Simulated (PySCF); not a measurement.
Species: C₃H₅BClN.
Numbering: `[CH:1]#[C:2][CH2:3][B:4]([NH2:5])[Cl:6]` (hydrogens: H7 on C1; H8, H9 on C3; H10, H11 on N5)

Computed by this run: PBE0-D3(BJ)/def2-SVP geometry optimisation, gas phase in PySCF; density fitting, grid level 1; the optimiser is geomeTRIC in internal coordinates, started from a GFN2-xTB structure with every atom displaced at random (about 0.01 Å).

Step 0: E = -17863.9611 eV
```
atom  x, y, z in Å  |  force x, y, z in eV/Å
C1     -1.6358    1.2429   -1.0707   -2.180   1.600  -3.585
C2     -1.0624    0.8537   -0.1243    2.001  -1.490   3.310
C3     -0.3353    0.3270    0.9938    1.334  -0.573  -0.147
B4      0.9073   -0.6634    0.5562   -1.937   1.272  -0.192
N5      1.1357   -0.9360   -0.7700    0.342  -0.177   0.208
Cl6     1.8773   -1.3786    1.7808    0.820  -0.558   1.046
H7     -2.1747    1.6541   -1.8921   -0.173   0.076  -0.299
H8      0.0893    1.1539    1.5801    0.096   0.094   0.163
H9     -1.0087   -0.2015    1.6699   -0.183  -0.285   0.288
H10     1.8826   -1.5334   -1.0649    0.363  -0.301  -0.244
H11     0.5893   -0.5313   -1.4990   -0.485   0.343  -0.547
```

Step 1: E = -17864.0597 eV
```
atom  x, y, z in Å  |  force x, y, z in eV/Å
C1     -1.6337    1.2249   -1.1123    0.060   0.014   0.263
C2     -1.0550    0.8689   -0.1052   -0.001   0.025  -0.282
C3     -0.2899    0.3372    1.0070   -0.607  -0.160   0.497
B4      0.7800   -0.7330    0.5525    1.199   0.474   0.423
N5      1.1142   -0.9116   -0.7777   -0.311  -0.085  -0.039
Cl6     1.8307   -1.4671    1.8422   -0.487   0.147  -0.511
H7     -2.1842    1.5811   -1.9613   -0.025   0.014  -0.055
H8      0.2080    1.1513    1.5916   -0.114  -0.430  -0.306
H9     -0.9786   -0.1648    1.7218    0.114   0.222  -0.043
H10     1.9438   -1.3899   -1.0914    0.005  -0.267  -0.047
H11     0.5292   -0.5096   -1.5072    0.167   0.047   0.100
```

Step 2: E = -17864.1407 eV
```
atom  x, y, z in Å  |  force x, y, z in eV/Å
C1     -1.6952    1.2618   -1.0826   -0.023   0.064   0.093
C2     -1.0928    0.8813   -0.1005    0.056  -0.054  -0.154
C3     -0.3102    0.3399    0.9966   -0.097  -0.083  -0.214
B4      0.8400   -0.6497    0.5226    0.307  -0.266   0.517
N5      1.1847   -0.9388   -0.7851   -0.312   0.272  -0.096
Cl6     1.7904   -1.4440    1.8245   -0.094   0.092  -0.094
H7     -2.2654    1.6384   -1.9115    0.018  -0.017  -0.008
H8      0.1663    1.1474    1.5780    0.026   0.049   0.008
H9     -0.9709   -0.1805    1.7154    0.111  -0.024  -0.056
H10     1.9490   -1.5473   -1.0450   -0.034  -0.012   0.030
H11     0.6686   -0.5214   -1.5526    0.042  -0.022  -0.025
```

Q: Estimate the geometry and energy of step 3. (The exact step hangs on the optimiser's Hessian estimate; all steps are aligned on step 2, rigid shifts and turns removed.)

A: E = -17864.1488 eV, largest force 0.368 eV/Å
```
atom  x, y, z in Å  |  force x, y, z in eV/Å
C1     -1.6469    1.2239   -1.1138   -0.058   0.081  -0.005
C2     -1.0583    0.8464   -0.1232    0.073  -0.099   0.073
C3     -0.2985    0.3241    1.0001    0.008   0.126   0.042
B4      0.8794   -0.6424    0.5703   -0.232  -0.205  -0.056
N5      1.1263   -0.8866   -0.7676    0.320  -0.174   0.055
Cl6     1.8337   -1.4670    1.8355   -0.068   0.127  -0.147
H7     -2.2026    1.5947   -1.9554    0.020  -0.019   0.002
H8      0.1570    1.1441    1.5749   -0.010   0.181   0.109
H9     -0.9571   -0.1977    1.7134   -0.026  -0.046   0.007
H10     1.8448   -1.5250   -1.0821    0.010   0.044  -0.081
H11     0.5867   -0.4273   -1.4922   -0.038  -0.017   0.002
```

The energy changes by -0.0081 eV. The first-order estimate −F·Δx gives -0.0576 eV and the mean of the old and new forces, exact on a quadratic surface, -0.0065 eV. The step makes an angle of 75° with the force vector and moves no atom by more than 0.139 Å.

What follows is the cost of the whole optimisation. The run took 43 s of wall time on an Arm Neoverse V1 with one thread, no GPU, on a shared host, and the process peaked at 0.45 GiB of memory.
